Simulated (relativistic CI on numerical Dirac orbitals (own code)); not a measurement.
Calculated at this level of theory: Dirac-Coulomb-Breit CI, orbitals from a KLI potential per configuration, model QED, unscaled Slater integrals (own radial code, finite nucleus).

Configuration list (outside the closed core [Ne]): 3s2.3p4, 3s.3p5, 3s2.3p3.3d, 3p6, 3s.3p4.3d, 3p5.3d, 3s.3p3.3d2, 3s2.3p2.3d.4p, 3s2.3p3.4s, 3p5.4s, 3p5.4p, 3s.3p3.3d.4s, 3s2.3p3.4p, 3s2.3p3.4d, 3s.3p4.4s, 3s2.3p3.4f, 3p4.3d.4p, 3s.3p4.4p, 3s.3p4.4d, 3s.3p4.4f, 3s2.3p3.5s, 3s2.3p3.5p, 3s2.3p3.5d, 3s2.3p2.4s.4p, 3s2.3p3.5f, 3s2.3p3.5g, 3s.3p3.4s2, 3s.3p4.5s, 3s.3p4.5p, 3s2.3p2.3d2, 3s2.3p.3d3, 3s.3p2.3d3, 3s2.3p.3d2.4s, 3s2.3p.3d2.4p, 3s2.3p.3d2.4d, 3p4.3d2, 3p3.3d3, 3p3.3d2.4s, 3p3.3d2.4p, 3p3.3d2.4d, 3s2.3p2.3d.4s, 3s.3p2.3d2.4s, 3s2.3p.3d.4s2, 3s2.3p.3d.4s.4p, 3s2.3p.3d.4s.4d, 3p4.3d.4s, 3p3.3d.4s2, 3p3.3d.4s.4p, 3p3.3d.4s.4d, 3s2.3p2.4s2, 3s.3p2.3d.4s2, 3s2.3p.4s2.4p, 3s2.3p.4s2.4d, 3s2.3p2.4p2, 3s2.3p.3d.4p2, 3s.3p2.3d.4p2, 3s2.3p.4s.4p2, 3s2.3p.4p3, 3s2.3p.4p2.4d. Double excitations out of closed p, d and f shells are left out; levels of such configurations are missing from the list, as are those of other unlisted configurations, and high levels can miss mixing partners. These lack a partner that the ground configuration has and come out too high: 3s2.3p3.4f, 3s.3p4.4p, 3s.3p4.4d, 3s.3p4.4f, 3s2.3p3.5s.

At this charge energies of transitions that change n are usually good to better than 1 %, and those within a shell (Δn = 0) to a few per cent.

Outline of the computed level scheme of Kr XXI. Lowest level of each configuration: 3s2.3p4 3P_2 at 0.000 eV; 3s.3p5 3P°_2 at 68.096 eV; 3s2.3p3.3d 5D°_2 at 86.903 eV.

Some strong electric-dipole decays among the lowest 45 levels: 3s2.3p3.3d 3P°_0 → 3s2.3p4 3P_1 (2.7e+11 s⁻¹); 3s2.3p3.3d 3D°_3 → 3s2.3p4 3P_2 (2.2e+11 s⁻¹); 3s2.3p3.3d 3P°_1 → 3s2.3p4 3P_2 (2.0e+11 s⁻¹); 3s2.3p3.3d 3D°_2 → 3s2.3p4 3P_1 (1.6e+11 s⁻¹); 3s2.3p3.3d 3D°_1 → 3s2.3p4 3P_1 (1.6e+11 s⁻¹); 3s2.3p3.3d 1D°_2 → 3s2.3p4 1D_2 (1.6e+11 s⁻¹); 3s2.3p3.3d 3P°_1 → 3s2.3p4 3P_0 (1.1e+11 s⁻¹); 3s2.3p3.3d 3P°_2 → 3s2.3p4 3P_2 (1.1e+11 s⁻¹).

LS names give the leading component of a level, which can be under half, so a name can repeat, a term be missing and a line seem to break the LS rules.
